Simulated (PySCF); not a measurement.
Working out the ionisation energy of W(2+)

W(2+) [Xe] 4f14 5d4 (5D) → W(3+) [Xe] 4f14 5d3 (4F). Calculation: PySCF 2.14, in def2-QZVPPD with the def2 core potential (60 electrons) (7s6p4d3f2g, 84 functions); scalar relativity through the core potential. Frozen: nothing. Energies in hartree (1 hartree = 27.21139 eV):

```tsv
part	W(2+) (lower)	W(3+) (upper)
UHF	-65.554108	-64.647300
MP2 opposite-spin	-0.189875	-0.177190
MP2 same-spin	-0.092726	-0.071478
```

Problem. What does Hartree-Fock give?

Solution. (-64.647300) − (-65.554108) = 0.906808 hartree = 24.676 eV.

Problem. What do MP2 and SCS-MP2 (6/5 opposite-spin, 1/3 same-spin) give?

Solution. The opposite-spin parts differ by 0.345 eV and the same-spin parts by 0.578 eV. MP2: 24.676 + (0.345) + (0.578) = 25.599 eV. SCS-MP2: 24.676 + 1.2 × (0.345) + (0.578)/3 = 25.283 eV.

Reference: 26 ± 0.4 eV (semi-empirical (NIST evaluation); NIST Atomic Spectra Database, ionization energies), between the lowest levels; spin-orbit coupling is absent from the calculation.

What remains against the reference includes basis incompleteness and correlation beyond second order.
